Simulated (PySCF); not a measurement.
**Stretching NaTl**

Set-up: basis Na cc-pVDZ, Tl cc-pVDZ-PP with ECP60; scalar-relativistic core potentials; PySCF 2.14. Energies in eV from Na + Tl in their ground configurations at the same level. State: ¹Σ⁺ (singlet), closed shell.

All columns are PBE0. A positive dipole means Na(−)Tl(+).

| R (Å) | E (eV) | μ (D) | Mulliken charge on Na (basis-dependent) | HOMO (eV) | LUMO (eV) | Mayer bond order | ⟨S²⟩ |
| --- | --- | --- | --- | --- | --- | --- | --- |
| 2.814 | -0.531 | -1.32 | 0.03 | -3.48 | -1.75 | 1.09 | 0.00 |
| 2.945 | -0.647 | -1.26 | 0.00 | -3.46 | -1.70 | 1.08 | 0.00 |
| 3.076 | -0.712 | -1.17 | -0.01 | -3.45 | -1.67 | 1.07 | 0.00 |
| 3.174 | -0.736 | -1.09 | -0.02 | -3.43 | -1.65 | 1.06 | 0.00 |
| 3.272 | -0.743 | -1.01 | -0.02 | -3.41 | -1.63 | 1.05 | 0.00 |
| 3.370 | -0.736 | -0.91 | -0.03 | -3.39 | -1.62 | 1.04 | 0.00 |
| 3.501 | -0.710 | -0.78 | -0.03 | -3.36 | -1.62 | 1.03 | 0.00 |
| 3.665 | -0.658 | -0.61 | -0.04 | -3.33 | -1.62 | 1.02 | 0.00 |
| 3.861 | -0.577 | -0.41 | -0.05 | -3.29 | -1.63 | 1.02 | 0.00 |
| 4.123 | -0.452 | -0.13 | -0.06 | -3.24 | -1.66 | 1.01 | 0.00 |

A fit through these points gives, at Re = 3.268 Å, μ = -1.01 D and dμ/dR = 0.921 D/Å; the reduced mass is 20.67 u.

Problem. How strong is the fundamental in the double-harmonic approximation, I = 42.26·(dμ/dR)²/μred km/mol?

Solution. I = 42.26·(0.921)²/20.67 = 1.73 km/mol at PBE0.

Closed-shell solutions of metal pairs were not tested for spin polarisation, which can lower them a little. Spin–orbit coupling is left out, which matters for elements this heavy, above all for dissociation energies.
